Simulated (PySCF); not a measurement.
**What settings do to a single point of [Sm(NH3)]2+**

The sound run of [Sm(NH3)]2+ (singlet in the valence; each metal's 4f electrons, 6 of them, lie in its core potential, out of spins and levels) uses PySCF 2.14.0, RKS r2SCAN, Sm lcecp-0-SVP with ECP52, N def2-SVP, H def2-SVP; non-relativistic Hamiltonian with scalar-relativistic core potentials where named; density fitting; no spin-orbit coupling, grid (50, 194), threshold 1e-8 Eh and 55 cycles, at the relaxed geometry:

```xyz
5

Sm    0.0000    0.0000   -0.2249
N     0.0000    0.0000    2.3879
H     0.9310    0.0000    2.8320
H    -0.4655    0.8062    2.8320
H    -0.4654   -0.8062    2.8320
```

There Sm1 has a Mulliken charge of 1.73 e and the dipole about the centre of mass is 2.10 D. Each run below changes one thing and starts from free metal ions and neutral atoms unless it says otherwise; with 55 cycles, smearing, a level shift and second-order steps follow where DIIS fails, and their cycles count. Energy shifts count from the sound run. On f atoms grids over 110 angular points are at least (60, 302).

```json
{"change": "start from a density of up to 30 smeared cycles (not counted)", "outcome": "converged", "cycles": "6", "energy shift (eV)": "0.0000", "largest force component (eV/Å)": "0.00", "charge on Sm1 (e)": "1.73", "dipole about the centre of mass (D)": "2.10"}
{"change": "threshold 1e-05", "outcome": "converged", "cycles": "5", "energy shift (eV)": "0.0000", "largest force component (eV/Å)": "0.01", "charge on Sm1 (e)": "1.73", "dipole about the centre of mass (D)": "2.10"}
{"change": "all coordinates × 0.94", "outcome": "converged", "cycles": "7", "energy shift (eV)": "0.36", "largest force component (eV/Å)": "2.92", "charge on Sm1 (e)": "1.71", "dipole about the centre of mass (D)": "2.21"}
{"change": "cycle limit 8", "outcome": "converged", "cycles": "7", "energy shift (eV)": "0.0000", "largest force component (eV/Å)": "0.00", "charge on Sm1 (e)": "1.73", "dipole about the centre of mass (D)": "2.10"}
{"change": "spin (2S) set to 8, limit 97 cycles", "outcome": "converged", "cycles": "26", "energy shift (eV)": "57.64", "largest force component (eV/Å)": "24.05", "charge on Sm1 (e)": "0.88", "dipole about the centre of mass (D)": "7.09"}
```

(1) How does the run with this change end: grid (30, 86)?

Unsound on purpose, so not properties of the compound: spin (2S) set to 8, limit 97 cycles.

Forces carry noise of the integration grid, about 0.01 to 0.03 eV/Å.

No frequency check is given that shows the relaxed geometry to be a minimum. An lcecp potential fixes the number of 4f electrons, so in runs with it no electron can move into or out of that shell.

## Answers

(1) outcome converged, cycles 7, energy shift (eV) 0.0025, largest force component (eV/Å) 0.07, charge on Sm1 (e) 1.73, dipole about the centre of mass (D) 2.09.
